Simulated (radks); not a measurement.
Values are calculated unless marked as measured or tabulated.
Task: The sulfur ion S8+ is in [He] 2s2 2p(1/2: 2, 3/2: 2). Level of theory: Dirac Kohn-Sham, BLYP, spin-unpolarised, spherical densities, finite nucleus; Fermi nuclear charge, rms radius of each element as measured or else 0.836 A^(1/3) + 0.57 fm (a radial shooting solver on a logarithmic mesh with Libxc functionals). Sub-shells are occupied by j as written (lower j first in brackets). One electron is removed from 2p1/2, 1s1/2, 2p3/2, 2s1/2 in turn, with full relaxation. Which removal costs least, and what does each cost?

Result: 2p3/2 386.37 eV; 2p1/2 387.98 eV; 2s1/2 433.55 eV; 1s1/2 2751.3 eV. The 2p3/2 electron leaves first.
